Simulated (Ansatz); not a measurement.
```yaml
crystal:
  periodic: [false, false, false]
  atoms:
    - {symbol: C, position_ang: [-0.789526, -2.801824, -0.946760]}
    - {symbol: O, position_ang: [0.271035, -1.899642, -0.865628]}
    - {symbol: Nb, position_ang: [0.522090, -0.086643, -0.381524]}
    - {symbol: O, position_ang: [-1.313007, 0.035475, 0.143641]}
    - {symbol: C, position_ang: [-2.502494, 0.168431, 0.840160]}
    - {symbol: O, position_ang: [0.230325, 1.204993, -1.733313]}
    - {symbol: C, position_ang: [-0.849339, 1.920081, -2.251807]}
    - {symbol: O, position_ang: [1.001957, 0.419668, 1.413504]}
    - {symbol: C, position_ang: [0.284151, 0.739940, 2.564837]}
    - {symbol: O, position_ang: [2.384644, -0.145742, -0.655647]}
    - {symbol: C, position_ang: [3.631752, 0.005343, -0.072869]}
    - {symbol: H, position_ang: [-1.723917, -2.348082, -0.597803]}
    - {symbol: H, position_ang: [-0.923189, -3.126861, -1.983697]}
    - {symbol: H, position_ang: [-0.574903, -3.683886, -0.334712]}
    - {symbol: H, position_ang: [-2.500918, -0.438621, 1.752792]}
    - {symbol: H, position_ang: [-3.344759, -0.157393, 0.218579]}
    - {symbol: H, position_ang: [-2.679523, 1.211888, 1.126511]}
    - {symbol: H, position_ang: [-1.777145, 1.673270, -1.723383]}
    - {symbol: H, position_ang: [-0.975689, 1.683896, -3.313329]}
    - {symbol: H, position_ang: [-0.663677, 2.994976, -2.157992]}
    - {symbol: H, position_ang: [-0.223788, -0.138718, 2.979511]}
    - {symbol: H, position_ang: [0.975517, 1.119437, 3.324586]}
    - {symbol: H, position_ang: [-0.468353, 1.513658, 2.375504]}
    - {symbol: H, position_ang: [4.191874, -0.934742, -0.124088]}
    - {symbol: H, position_ang: [3.518150, 0.295755, 0.978829]}
    - {symbol: H, position_ang: [4.204235, 0.778945, -0.596102]}
basis:
  gaussian: {orbitals: x2c-TZVPPall}
hamiltonian: {xc: {name: rPW86-PBE}, dispersion: d4, pseudopotentials: {relativity: scalar}}
scf: {lower_state_search: full}
output: {forces: true}
```

```sh
$ ansatz run in.yaml --threads 11 --pin off --events-out ev --progress --plain --max-ram 174080MiB --backend cuda --devices 0, --max-vram 75GiB
```

Output, abridged:

```
Functional definition: rPW86-PBE
3072 factors; their error is unknown
mean field evaluation 1: about -119640.5793 eV, gradient 1.5e2 eV
mean field evaluation 2: about -119318.4184 eV, gradient 4.5e2 eV
mean field evaluation 4: about -119676.1214 eV, gradient 6.9e1 eV
mean field evaluation 8: about -119684.6326 eV, gradient 2.6e0 eV
mean field evaluation 16: about -119684.5795 eV, gradient 7.9e-2 eV
mean field evaluation 96: about -119684.6469 eV, gradient 3.9e-1 eV
mean field -119684.57948777 eV, -4398.3271710537 hartree, gradient 6.4e-5 eV, S^2 0.000000; 3 other end points of the search recorded, 0 dependent functions left out
reference -119684.57968372 eV, -4398.3271782549 hartree; 63, 63 occupied and 536, 536 virtual orbitals, 3072 factors
Total energy: -119685.28215425 eV, -4398.3529935707 hartree
Relativity: scalar
Atom 0 at    -0.789526    -2.801824    -0.946760 Å, force    -0.394260    -0.414924    -0.053481 eV/Å
Atom 1 at     0.271035    -1.899642    -0.865628 Å, force     0.401725    -0.506867    -0.216312 eV/Å
Atom 2 at     0.522090    -0.086643    -0.381524 Å, force     0.009630    -0.002129    -0.027589 eV/Å
Atom 3 at    -1.313007     0.035475     0.143641 Å, force    -0.317710    -0.016253    -0.123341 eV/Å
Atom 4 at    -2.502494     0.168431     0.840160 Å, force    -0.503630     0.056655     0.282210 eV/Å
Atom 5 at     0.230325     1.204993    -1.733313 Å, force     0.388961     0.325724    -0.457741 eV/Å
Atom 6 at    -0.849339     1.920081    -2.251807 Å, force    -0.402034     0.322132    -0.254101 eV/Å
Atom 7 at     1.001957     0.419668     1.413504 Å, force     0.601048     0.079930     0.277734 eV/Å
Atom 8 at     0.284151     0.739940     2.564837 Å, force    -0.255141     0.144673     0.524354 eV/Å
Atom 9 at     2.384644    -0.145742    -0.655647 Å, force     0.408914    -0.108941    -0.449112 eV/Å
Atom 10 at     3.631752     0.005343    -0.072869 Å, force     0.527712     0.047223     0.183370 eV/Å
Atom 11 at    -1.723917    -2.348082    -0.597803 Å, force    -0.130966     0.035090     0.038511 eV/Å
Atom 12 at    -0.923189    -3.126861    -1.983697 Å, force    -0.041460    -0.055819    -0.111147 eV/Å
Atom 13 at    -0.574903    -3.683886    -0.334712 Å, force    -0.004817    -0.116363     0.063446 eV/Å
Atom 14 at    -2.500918    -0.438621     1.752792 Å, force    -0.024460    -0.062950     0.116078 eV/Å
Atom 15 at    -3.344759    -0.157393     0.218579 Å, force    -0.117230    -0.032847    -0.050072 eV/Å
Atom 16 at    -2.679523     1.211888     1.126511 Å, force    -0.045126     0.116070     0.047628 eV/Å
Atom 17 at    -1.777145     1.673270    -1.723383 Å, force    -0.130817    -0.015183     0.051982 eV/Å
Atom 18 at    -0.975689     1.683896    -3.313329 Å, force    -0.041167    -0.007720    -0.124474 eV/Å
Atom 19 at    -0.663677     2.994976    -2.157992 Å, force    -0.008344     0.132168    -0.002337 eV/Å
Atom 20 at    -0.223788    -0.138718     2.979511 Å, force    -0.069770    -0.090118     0.067547 eV/Å
Atom 21 at     0.975517     1.119437     3.324586 Å, force     0.051886     0.048300     0.109714 eV/Å
Atom 22 at    -0.468353     1.513658     2.375504 Å, force    -0.095396     0.094977     0.002518 eV/Å
Atom 23 at     4.191874    -0.934742    -0.124088 Å, force     0.091229    -0.095837     0.010171 eV/Å
Atom 24 at     3.518150     0.295755     0.978829 Å, force     0.008784     0.036941     0.134439 eV/Å
Atom 25 at     4.204235     0.778945    -0.596102 Å, force     0.092439     0.086068    -0.039994 eV/Å
Dipole moment:    -0.477882     0.052799     0.238020 e Å
```

It took 8 s on 11 threads of an AMD EPYC 7R13 on a shared host and a whole NVIDIA H100 80 GB, with 1.4 GiB of host memory at the peak.
